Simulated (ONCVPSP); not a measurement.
Reading a pseudo-wave (Zn (Z = 30))

Columns: radius, all-electron u(r) and pseudo u(r) of the 3s shell (level -133.55 eV) of zinc in the configuration [Ne] 3s2 3p6 3d10 4s1.5; PBEsol, scalar-relativistic, ONCV scheme, ONCVPSP 4.0.1.

```json
{"r (bohr)": "0.055", "all-electron": "0.1443", "pseudo": "0.1746"}
{"r (bohr)": "0.110", "all-electron": "-0.5402", "pseudo": "0.3469"}
{"r (bohr)": "0.165", "all-electron": "-0.7166", "pseudo": "0.5131"}
{"r (bohr)": "0.220", "all-electron": "-0.4594", "pseudo": "0.6684"}
{"r (bohr)": "0.275", "all-electron": "-0.0164", "pseudo": "0.8086"}
{"r (bohr)": "0.330", "all-electron": "0.4382", "pseudo": "0.9317"}
{"r (bohr)": "0.385", "all-electron": "0.8171", "pseudo": "1.0361"}
{"r (bohr)": "0.440", "all-electron": "1.0902", "pseudo": "1.1194"}
{"r (bohr)": "0.495", "all-electron": "1.2586", "pseudo": "1.1779"}
{"r (bohr)": "0.550", "all-electron": "1.3384", "pseudo": "1.2096"}
{"r (bohr)": "0.605", "all-electron": "1.3505", "pseudo": "1.2154"}
{"r (bohr)": "0.660", "all-electron": "1.3137", "pseudo": "1.1983"}
{"r (bohr)": "0.715", "all-electron": "1.2446", "pseudo": "1.1613"}
{"r (bohr)": "0.770", "all-electron": "1.1561", "pseudo": "1.1060"}
{"r (bohr)": "0.825", "all-electron": "1.0576", "pseudo": "1.0336"}
{"r (bohr)": "0.880", "all-electron": "0.9562", "pseudo": "0.9475"}
{"r (bohr)": "0.935", "all-electron": "0.8562", "pseudo": "0.8541"}
{"r (bohr)": "0.990", "all-electron": "0.7608", "pseudo": "0.7605"}
{"r (bohr)": "1.045", "all-electron": "0.6718", "pseudo": "0.6717"}
{"r (bohr)": "1.100", "all-electron": "0.5901", "pseudo": "0.5900"}
{"r (bohr)": "1.155", "all-electron": "0.5161", "pseudo": "0.5160"}
{"r (bohr)": "1.210", "all-electron": "0.4497", "pseudo": "0.4496"}
{"r (bohr)": "1.265", "all-electron": "0.3906", "pseudo": "0.3905"}
{"r (bohr)": "1.320", "all-electron": "0.3384", "pseudo": "0.3383"}
{"r (bohr)": "1.375", "all-electron": "0.2924", "pseudo": "0.2923"}
{"r (bohr)": "1.430", "all-electron": "0.2521", "pseudo": "0.2521"}
```

Task: How many radial nodes do the two functions have?

Result: The all-electron 3s function has n − l − 1 = 2; the pseudo-wave has 0, since the states of the same l below it are removed with the core.

Task: At about which radius was the pseudo-wave matched?

Result: 1.10 bohr. The columns agree to 0.0005 from 0.99 bohr on; several derivatives are matched, so the curves merge somewhat inside the radius.

Task: Is the pseudo-wave norm-conserving?

Result: Yes: the ONCV scheme keeps the norm inside the radius equal to the all-electron one, which fixes the energy derivative of the logarithmic derivative at the level.
